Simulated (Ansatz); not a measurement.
Basis-set series for Cl3HNTa (`[NH]=[Ta]([Cl])([Cl])[Cl]`). Total charge 0; spin multiplicity 1. Ta: def2 effective core potential. The geometry is a stationary point of PBE0-D4/def2-TZVP. It is one conformer, not always the lowest.

| functional | basis | functions | energy (Eh) | HOMO (eV) | LUMO (eV) |
| --- | --- | --- | --- | --- | --- |
| PBE0-D4 | def2-SVP | 105 | -1492.21593 | -8.63 | -2.24 |
| PBE0-D4 | def2-QZVPP | 378 | -1492.81677 | -8.61 | -2.35 |
| ωB97M-V | def2-SVP | 105 | -1492.56790 | -10.83 | -0.12 |
| ωB97M-V | def2-QZVPP | 378 | -1493.16348 | -10.85 | -0.29 |

(1) Give the rows for def2-TZVPP. (Best estimate.)

## Answers

(1) The calculation gave: 
```
functional       basis  functions  energy (Eh)  HOMO (eV)  LUMO (eV)
   PBE0-D4  def2-TZVPP        227  -1492.77270      -8.59      -2.30
   ωB97M-V  def2-TZVPP        227  -1493.12160     -10.82      -0.23
```

All numbers were calculated with Ansatz.
